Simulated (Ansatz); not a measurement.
Gas-phase electronic energies from Ansatz, PBE0-D4/def2-TZVP geometries. CCSD(T)/CBS is the MP2 limit (def2-TZVPP, def2-QZVPP) plus CCSD(T) − MP2 in def2-TZVPP, frozen cores. This one scheme is used for every species, atoms too. For atomizations the MP2-based limit and the directly extrapolated one differ by several kJ/mol either way, and by 10 to 25 for some Ge, Se and Sn compounds, so smaller differences from it don't rank the levels. Open shells (•) are unrestricted, without spin–orbit coupling. Spin–orbit coupling would lower the free atoms: a little for C, F, Si. Each species was taken in one conformer, which may not be the lowest.

Reaction (atomization): `F[SiH2]C[SiH3]` → C• + F• + 7 H• + 2 Si•

```tsv
level	ΔE (kJ/mol)
SCS-MP2/def2-QZVPP	3771.8
HF/CBS(def2)	2905.2
```

What does CCSD(T)/CBS give? (Estimate.)

The calculation gave: +3770.5 kJ/mol. The listed levels differ from it by 1.3, -865.3 kJ/mol.

Largest T1 diagnostic among the species: 0.012.

From r2SCAN to r2SCAN0 (25 % exact exchange), in def2-TZVPP and without D4, ΔE moves by −32.5 kJ/mol: exact exchange takes away binding that semilocal exchange gives to molecules. In def2-TZVPP, CCSD(T) changes the Hartree–Fock value by +783.0 kJ/mol (the triples alone add +34.1 kJ/mol) and MP2 by +799.9 kJ/mol; breaking electron pairs costs correlation energy, which Hartree–Fock lacks. The D4 term adds +34.4 kJ/mol with B3LYP and +18.0 kJ/mol with PBE0; it sums over pairs of atoms, weighted by their polarisabilities, and B3LYP, whose exchange is more repulsive, gets the larger term.

B3LYP here is the variant with VWN-RPA as its local correlation; programs differ in this.
